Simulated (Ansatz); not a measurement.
Which isomer of C2H7OSi+ gives these data?

These gas-phase data were calculated for one isomer of C2H7OSi+ at PBE-D3(BJ)/def2-SVP (harmonic, unscaled wavenumbers; equilibrium rotational constants with average atomic masses):

- rotational constants: 6.656, 5.51, 3.135 GHz
- all wavenumbers above 1500 cm⁻¹: 3711, 3107, 3103, 3060, 3054, 2972, 2965

Candidates:

(1) `CC[SiH+]O`, a singlet
(2) `C[Si+](C)O`, a singlet

Q: Assign the data to one candidate and say why.

A: Candidate (2). No mode falls between 2000 and 2380 cm⁻¹, where the Si–H stretch of (1) would stand.

The same quantities for all candidates:

|  | rotational constants (GHz) | wavenumbers above 1500 cm⁻¹ | E above the lowest, PBE-D3(BJ)/def2-SVP (kcal/mol) |
| --- | --- | --- | --- |
| (1) | 18.74, 2.847, 2.67 | 3692, 3097, 3089, 3028, 2995, 2934, 2231 | 21.4 |
| (2) | 6.656, 5.51, 3.135 | 3711, 3107, 3103, 3060, 3054, 2972, 2965 | 0.0 |

Each candidate is one conformer. Programs: Ansatz 0.2.0.
